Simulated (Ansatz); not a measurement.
`B[CH2][GeH2][SiH3]` and `O[CH2][GeH2][SiH3]` differ in one atom or group.

Ansatz, PBE0-D4/def2-TZVP geometries, multiplicity 1. Each molecule was computed in one conformer, which needn't be the lowest.

Scalar relativity is left out up to krypton.

| property | `B[CH2][GeH2][SiH3]` |
| --- | --- |
| LUMO energy (B3LYP/def2-TZVPP) / eV | -1.30 |
| LUMO energy (PBE/def2-TZVPP) / eV | -2.04 |
| HOMO–LUMO gap (B3LYP/def2-TZVPP) / eV | 6.71 |
| HOMO–LUMO gap (PBE/def2-TZVPP) / eV | 5.12 |
| HOMO energy (ωB97M-V/def2-TZVPP) / eV | -10.24 |
| size of the dipole moment (ωB97M-V/def2-TZVPP) / D | 0.97 |

(1) Give the same properties after the change, and the shifts. (Estimate.)

Answers

(1) The calculation gave: 
```tsv
property	`O[CH2][GeH2][SiH3]`	shift
LUMO energy (B3LYP/def2-TZVPP) / eV	0.08	1.38
LUMO energy (PBE/def2-TZVPP) / eV	-0.51	1.53
HOMO–LUMO gap (B3LYP/def2-TZVPP) / eV	7.84	1.13
HOMO–LUMO gap (PBE/def2-TZVPP) / eV	5.94	0.82
HOMO energy (ωB97M-V/def2-TZVPP) / eV	-10.04	0.20
size of the dipole moment (ωB97M-V/def2-TZVPP) / D	1.78	0.81
```

With PBE0 the HOMO rises by 0.25 eV and the LUMO rises by 1.41 eV, so the gap widens by about 1.16 eV. PBE moves the HOMO by 0.71 eV and ωB97M-V by 0.20 eV. Dipoles are sizes alone; their direction can turn.

B3LYP here is the variant with VWN-RPA as its local correlation; programs differ in this.
